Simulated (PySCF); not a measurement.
## Mn: ionisation energy

Mn [Ar] 3d5 4s2 (6S) → Mn⁺ [Ar] 3d5 4s1 (7S), as a difference of total energies. All numbers are calculated (PySCF 2.14, scalar relativity by spin-free X2C-1e, in aug-cc-pVTZ-DK (8s7p5d3f2g, 93 functions)). Correlated levels: valence: [Ar] frozen. The calculations carry no spin-orbit coupling.

| method | ionisation energy (eV) | error (eV) |
| --- | --- | --- |
| UHF | 6.022 | -1.412 |
| MP2 (valence) | 7.043 | -0.391 |
| SCS-MP2 (valence) | 7.268 | -0.166 |
| CCSD (valence) | 7.250 | -0.184 |
| CCSD(T) (valence) | 7.335 | -0.099 |

Reference: 7.434 eV (measured; NIST Atomic Spectra Database, ionization energies).

Errors of the correlated levels include the incompleteness of this basis and the frozen core.
